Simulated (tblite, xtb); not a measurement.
C₄H₁₁In, charge -1, doublet, at the geometry of the source list (GFN-xTB shapes and energies of metal compounds can be far from the true ones) (a state made from the parent by changing its charge; the spin is typed, not shown lowest). Base run: GFN1-xTB (xtb 6.7.1).

Here is a job for xtb.
```
$ xtb mol.xyz --gfn 1 --chrg -1 --uhf 1 --json

# file mol.xyz
16

In     0.03330000     0.54080000     0.40290000
C      1.56490000     1.73040000    -0.73980000
H      2.54730000     1.26800000    -0.64990000
H      1.61210000     2.74540000    -0.34740000
H      1.29910000     1.77500000    -1.79570000
C     -1.47530000     1.59630000     1.69950000
H     -2.29370000     0.92340000     1.95220000
H     -1.87420000     2.46290000     1.17270000
H     -1.00200000     1.93730000     2.61980000
C     -0.00770000    -1.72390000     0.22710000
C     -0.09270000    -2.17200000    -1.22770000
H     -0.86620000    -2.09640000     0.79260000
H      0.89640000    -2.12900000     0.69020000
H      0.75630000    -1.79150000    -1.79940000
H     -1.00820000    -1.80430000    -1.69480000
H     -0.08920000    -3.26230000    -1.30220000
```

Programs used: tblite, xtb; a row that names a program was run with it.

Each row names what was changed in the base input (with any setting that the change needs).

```
change                                                         ΔE vs base (mEh)  G_solv (kcal/mol)  SCF cycles
-------------------------------------------------------------  ----------------  -----------------  ----------
base                                                                      0.000                  -           9
program = tblite; method = gfn1; option = (--guess, eeq)                  0.000                  -           -
program = tblite; method = gfn1; option = --grad                          0.000                  -           -
program = tblite; method = gfn1; option = (--efield, 0,0,0.1)             1.099                  -           -
etemp = 3000                                                             -2.995                  -           9
gbsa = toluene                                                          -73.968             -46.57           9
program = tblite; method = gfn1; option = (--alpb, water)               -63.844                  -           -
etemp = 5000                                                            -12.054                  -           9
acc = 0.1                                                                 0.000                  -          11
etemp = 1000                                                             -0.026                  -           9
gbsa = water                                                            -72.108             -45.40           9
program = tblite; method = gfn1; option = --spin-polarized               -2.859                  -           -
```

ALPB and GBSA are two models with their own fitted parameters for each solvent, which aren't always the measured dielectric constant.
